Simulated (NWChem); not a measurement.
# Correlation energy of ethylenediamine (C$_{2}$H$_{8}$N$_{2}$)

```
C
H 1 1.1020
H 1 1.1144 2 105.78
N 1 1.4484 2 109.13 3 123.65
H 4 1.0169 1 110.70 2 -55.07
H 4 1.0187 5 106.16 1 119.89
C 1 1.5198 2 107.80 3 -115.82
H 7 1.1020 1 107.80 2 -60.39
H 7 1.1144 8 105.78 1 115.82
N 7 1.4484 8 109.13 9 123.65
H 10 1.0169 7 110.70 8 -55.07
H 10 1.0187 11 106.16 7 119.89
```
Charge 0, spin multiplicity 1.

Program: NWChem. Structure: optimised with PBE0/def2-SVP, a minimum by its harmonic frequencies. It is one conformer; others weren't searched.

Basis set: cc-pVDZ. Each correlation energy counts from its own Hartree-Fock reference.

The correlated methods keep 4 core orbitals frozen. Coupled-cluster values serve here as a point of comparison, not as the truth.

Task: One of these methods gave a correlation energy of -634.7 mHa. Which?
(A) CR-CCSD[T]
(B) RI-MP2
(C) SCS-MP2
(D) CCSD

Result: B, RI-MP2. The others give -630.8 (SCS-MP2), -684.7 (CCSD), -698.5 (CR-CCSD[T]).
